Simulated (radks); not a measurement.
Task: Excited configurations of the praseodymium ion Pr3+: one electron is placed in a higher orbital outside [Xe] 4f1. The ground configuration is [Xe] 4f2. All-electron calculation, Dirac Kohn-Sham, LDA (Slater exchange, Perdew-Wang correlation), spin-unpolarised, spherical densities, finite nucleus; open shells fill j = l - 1/2 first; Fermi nuclear charge, rms radius 4.8919 fm. Program: a radial shooting solver on a logarithmic mesh with Libxc functionals. Excitation = E - E(ground); binding = E(ion) - E, where the ion is the core of charge +4; n* = 4/sqrt(2 binding) in atomic units, and the quantum defect is n - n*.

outer orbital  excitation (eV)  binding (eV)     n*  quantum defect  eigenvalue (eV)  <r> (bohr)
6s1/2                   12.645        26.850  2.847           3.153          -23.640       3.187
6p1/2                   17.238        22.256  3.127           2.873          -19.506       3.600
6f5/2                   30.104         9.391  4.815           1.185           -8.148       7.346
7f5/2                   32.953         6.542  5.768           1.232           -5.783       11.27

Estimate the row for 6d3/2.

Result: excitation (eV) 24.254; binding (eV) 15.241; n* 3.779; quantum defect 2.221; eigenvalue (eV) -13.321; <r> (bohr) 4.823. The Delta-SCF ionisation energy is 39.495 eV (NIST Atomic Spectra Database: 38.98 eV, semi-empirical). Self-interaction in the functional shifts the binding energies and quantum defects, so they are the method's values and not measured ones. Spin polarisation and multiplet splitting are left out, so open shells lie too high by an amount that depends on their filling.

Beside tabulated values, note that spin-unpolarised runs miss the spin-polarisation part of the exchange energy of open shells.
